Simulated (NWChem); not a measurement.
**Lowest excitation of HFSSn**

```
Sn
F 1 1.9568
S 1 2.4515 2 94.74
H 3 1.3533 1 91.84 2 180.00
```
Charge 0, spin multiplicity 1.

Everything below was run with NWChem. All single points use one geometry, from PBE0/def2-SVP with def2 effective core potentials on Sn, a minimum by its harmonic frequencies. It is one conformer; others weren't searched.

Basis set: def2-SVPD.

Effective core potentials replace the inner electrons of Sn; spin-orbit coupling is left out. The correlated methods keep 10 core orbitals frozen. The structure started from a generated list of species. No row is a measurement; the coupled-cluster row has its own basis-set and correlation limits.

**Question.** One of these methods gave a lowest vertical singlet excitation energy of 3.63 eV. Which?
(A) TDA-LDA (SVWN5)
(B) CIS
(C) EOM-CCSD

**Answer.** A, TDA-LDA (SVWN5). The others give 3.86 (EOM-CCSD), 4.19 (CIS).
